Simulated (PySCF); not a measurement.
**Question.** Write Cartesian coordinates for InChI=1S/C2H5F3Si/c3-2(4,5)1-6/h1H2,6H3 as optimised with PBE0-D3(BJ)/def2-SVP.

**Answer.** 
```xyz
11
C2H5F3Si angstrom
F     -1.169    1.532   -0.717
C     -1.352    0.332   -0.151
F     -2.459   -0.192   -0.689
F     -1.607    0.541    1.148
C     -0.160   -0.560   -0.343
Si     1.470    0.065    0.402
H     -0.025   -0.713   -1.425
H     -0.400   -1.542    0.093
H      1.353    0.190    1.883
H      2.518   -0.945    0.070
H      1.843    1.382   -0.188
```

Orientation and origin are arbitrary. Atoms count from 1 in this order. All 3 C–F bonds measure 1.338 to 1.339 Å. Si6 (SiH3 silicon) is tetrahedral (angles from 107.0° to 110.5°).

Bonds between heavy atoms (Å): F1–C2 1.339, C2–F3 1.338, C2–F4 1.339, C2–C5 1.501, C5–Si6 1.898.

Method: PySCF, PBE0-D3(BJ)/def2-SVP geometry optimisation, gas phase.

Not checked by PBE0-D3(BJ)/def2-SVP frequencies.
